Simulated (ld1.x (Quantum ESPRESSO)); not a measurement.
# Al TM: all-electron and pseudo phase curves

ld1.x (Quantum ESPRESSO) 7.5 input, shortened:

```
&input
   title='Al', zed=13., rel=1, dft='PZ', iswitch=3,
   config='[Ne] 3s1.75 3p1.25 3d-2'
 /
 &inputp
   pseudotype=2, tm=.true., lloc=-1, rcloc=2.80,
   nlcc=.true., new_core_ps=.true., rcore=0.95
 /
3
3S  1  0   1.75   0.00  2.12  2.12  0.0
3P  2  1   1.25   0.00  3.74  3.74  0.0
3D  3  2  -2.00   0.05  3.34  3.34  0.0
 &test
   configts(1)='3s1.75 3p1.25'
 /
```

The phase is arctan(r·u′/u) with u = r·R(r), unwrapped; energies in Ry, scanned from -3 to 5 Ry. A pole is an energy at which the radial function vanishes at the test radius. The pseudo phase is shifted by a multiple of π to meet the all-electron one at the reference energy, and phase errors are pseudo minus all-electron; the curves can meet again beyond the range given. Levels narrower than the energy grid can be missing from the lists of poles.

```tsv
channel	radius (bohr)	reference energy (Ry)	poles, all-electron	poles, pseudo	unbroken range about the reference energy with phases within 0.05 rad	phase error 1 Ry above the reference energy (rad)
s	4.07	-0.59	-0.43, 2.10	-0.43, 2.04	below 3.0	-0.006
p	4.07	-0.22	0.10, 2.58	0.10, 2.47	below 1.0	-0.013
d	4.07	0.05	0.83, 3.07	0.84, 3.40	below 1.4	+0.009
```

Phases in the s channel:

```tsv
E (Ry)	all-electron	pseudo
-3.00	1.418	1.418
-2.76	1.411	1.411
-2.52	1.401	1.401
-2.28	1.390	1.390
-2.04	1.377	1.377
-1.80	1.359	1.359
-1.56	1.334	1.334
-1.32	1.297	1.297
-1.08	1.226	1.226
-0.84	0.995	0.995
-0.60	-1.118	-1.118
-0.36	-1.640	-1.641
-0.12	-1.774	-1.775
0.12	-1.895	-1.896
0.36	-2.098	-2.103
0.60	-2.666	-2.690
0.84	-3.840	-3.871
1.08	-4.340	-4.354
1.32	-4.516	-4.525
1.56	-4.605	-4.613
1.80	-4.662	-4.669
2.04	-4.703	-4.712
2.28	-4.739	-4.750
2.52	-4.772	-4.788
2.76	-4.808	-4.832
3.00	-4.853	-4.896
3.24	-4.917	-5.016
3.48	-5.032	-5.381
3.72	-5.331	-6.862
3.96	-6.444	-7.511
4.20	-7.346	-7.675
4.44	-7.584	-7.750
4.68	-7.682	-7.796
4.92	-7.737	-7.830
```
